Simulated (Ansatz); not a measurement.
Start from `C[O][GaH][Br]` and change one atom or group to get `C[O][GaH][SH]`.

Ansatz, PBE0-D4/def2-TZVP geometries, multiplicity 1. Each molecule was computed in one conformer, which needn't be the lowest.

Scalar relativity is left out up to krypton. Spin–orbit coupling is left out; it splits and shifts lone-pair levels of the heavy atoms by tenths of an eV.

| property | `C[O][GaH][Br]` |
| --- | --- |
| LUMO energy (ωB97M-V/def2-TZVPP) / eV | 0.50 |
| HOMO–LUMO gap (PBE/def2-TZVPP) / eV | 4.75 |
| HOMO–LUMO gap (ωB97M-V/def2-TZVPP) / eV | 11.01 |
| HOMO energy (PBE/def2-TZVPP) / eV | -6.71 |
| LUMO energy (B3LYP/def2-TZVPP) / eV | -1.46 |
| HOMO–LUMO gap (PBE0/def2-TZVPP) / eV | 6.96 |

Q: Give the same properties after the change, and the shifts. (An estimate is asked.)

A: Computed: 
```tsv
property	`C[O][GaH][SH]`	shift
LUMO energy (ωB97M-V/def2-TZVPP) / eV	0.78	0.28
HOMO–LUMO gap (PBE/def2-TZVPP) / eV	4.71	-0.04
HOMO–LUMO gap (ωB97M-V/def2-TZVPP) / eV	10.71	-0.30
HOMO energy (PBE/def2-TZVPP) / eV	-6.38	0.33
LUMO energy (B3LYP/def2-TZVPP) / eV	-1.17	0.29
HOMO–LUMO gap (PBE0/def2-TZVPP) / eV	6.79	-0.17
```

With PBE0 the HOMO rises by 0.45 eV and the LUMO rises by 0.29 eV, so the gap narrows by about 0.16 eV. PBE moves the HOMO by 0.33 eV and ωB97M-V by 0.58 eV. The zero-point energy changes by 22.1 kJ/mol with +3 modes.

Positive LUMOs are unbound, so they and the gaps depend on the basis.

B3LYP here is the variant with VWN-RPA as its local correlation; programs differ in this.
